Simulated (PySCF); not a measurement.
Computed with PBE-D3(BJ)/def2-TZVP // PBE0-D3(BJ)/def2-TZVP in PySCF. All species are isolated molecules in the gas phase. 

Reference species (SMILES): `C=[SiH2]` (neutral, multiplicity 1).

```yaml
dipole_moment: 0.60 D
```

Changed species: `C=[SiH]F` (whole molecule; the reference has whole molecule).

Task: Predict the effect on the dipole moment.

Result: the dipole moment rises by 0.35 D, to 0.95 D.
